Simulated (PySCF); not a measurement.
1-chlorobutane (C4H9Cl), SMILES CCCCCl. Coordinates come from a PBE0-D3(BJ)/def2-SVP optimisation. The values are those of a single conformer.

Give the equilibrium geometry at PBE0-D3(BJ)/def2-SVP (PySCF confirms it by a frequency run) as Cartesian coordinates in Å. (Estimate from the structure and the level; the computed values follow.)

Several could match; the one computed here: 
```xyz
14

C     -2.7606    -0.0774    -0.0134
C     -1.3069    -0.4270    -0.2850
C     -0.4131     0.7981    -0.4105
C      1.0459     0.4885    -0.6666
Cl     1.8021    -0.3978     0.6982
H     -3.1850     0.5420    -0.8201
H     -2.8653     0.4891     0.9259
H     -3.3829    -0.9806     0.0738
H     -0.9151    -1.0673     0.5222
H     -1.2313    -1.0253    -1.2106
H     -0.4928     1.4170     0.4998
H     -0.7631     1.4317    -1.2462
H      1.6340     1.4060    -0.8030
H      1.1747    -0.1427    -1.5580
```
Charge 0, spin multiplicity 1.
